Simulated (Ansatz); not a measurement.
Total energies of V₅O₂₂H₁₉ from Ansatz at PBE0-D4/def2-SVP, gas phase (1 Eh = 27.2114 eV = 2625.5 kJ/mol). The reference geometry is relaxed at r2SCAN-D4/def2-SVP.

```xyz
46

V     0.777   -1.310   -1.450
V     1.508    2.853    0.242
V     1.493    2.813   -3.760
V    -1.174   -4.256    0.832
V    -1.878    0.013    2.198
O    -0.820   -5.949    0.554
O    -3.354    0.883    2.551
O    -2.303   -4.074    2.240
O    -1.898   -3.595   -0.547
O    -1.501   -0.434    3.880
O     1.326   -2.987   -1.417
O    -1.515    0.659    0.611
O     0.132   -3.418    1.209
O    -1.019   -1.338   -1.154
O     0.225   -0.767    2.090
O    -2.442   -1.518    1.633
O    -0.785    1.813    2.782
O     0.588    1.446   -4.249
O     1.897    4.468   -0.308
O     1.481   -0.434   -0.212
O     1.132   -0.646   -2.867
O     2.798    1.609   -0.432
O     0.062    2.379   -0.374
O     1.475    2.697    1.842
O     2.750    2.286   -2.926
O     2.012    3.773   -5.132
O     0.503    3.816   -2.673
H     0.027   -6.358    0.788
H    -3.588    1.603    1.944
H    -3.162   -4.520    2.163
H    -1.605   -2.632   -0.863
H    -0.558   -0.573    4.073
H     1.375   -3.318   -0.500
H    -0.882    1.388    0.263
H     0.193   -1.741    1.962
H    -1.384   -0.632   -0.558
H     0.741   -0.487    1.285
H    -2.500   -2.379    2.131
H    -0.763    1.883    3.746
H     0.784    0.553   -3.808
H     1.500    4.633   -1.196
H     2.322    0.646   -0.351
H     0.117    2.107    2.452
H     2.953    1.777   -1.411
H     2.950    3.946   -5.304
H     0.009    3.321   -1.976
```

| state | geometry | energy (Eh) |
| --- | --- | --- |
| charge 0 singlet | reference | -6382.61289 |
| charge 1 doublet | reference | -6382.23882 |
| charge -1 doublet | reference | -6382.70562 |
| free V atom (quartet) | – | -943.55433 |
| free O atom (triplet) | – | -74.92490 |
| free H atom (doublet) | – | -0.50029 |

Single mean-field runs in def2-SVP are fitted with def2-universal-jkfit.

(1) Work out the vertical ionisation energy to the doublet.

(2) Work out the vertical electron affinity, to the doublet.

(3) Give the fundamental gap IE − EA, the Mulliken electronegativity (IE + EA)/2 and the hardness (IE − EA)/2.

(4) What is the binding energy per atom against free atoms?

(1) E(charge 1 doublet) − E(charge 0 singlet) = -6382.23882 − (-6382.61289) = 0.37407 Eh = 10.18 eV. For comparison, −ε of the highest occupied level is 8.79 eV at this level, 1.39 eV less.

(2) E(charge 0 singlet) − E(charge -1 doublet) = -6382.61289 − (-6382.70562) = 0.09273 Eh = 2.52 eV. The basis lacks diffuse functions, which makes affinities too small.

(3) From the values in Eh: IE − EA = 0.37407 − 0.09273 = 0.28134 Eh = 7.66 eV; (IE + EA)/2 = 6.35 eV; (IE − EA)/2 = 3.83 eV. The HOMO–LUMO gap of the same run is 5.03 eV, 2.63 eV smaller than the fundamental gap.

(4) Atoms: 5 × (-943.55433) + 22 × (-74.92490) + 19 × (-0.50029) = -6375.62496 Eh. Binding: -6375.62496 − (-6382.61289) = 6.98793 Eh = 190.15 eV, or 4.13 eV for each of 46 atoms (no zero-point energy, no counterpoise term).
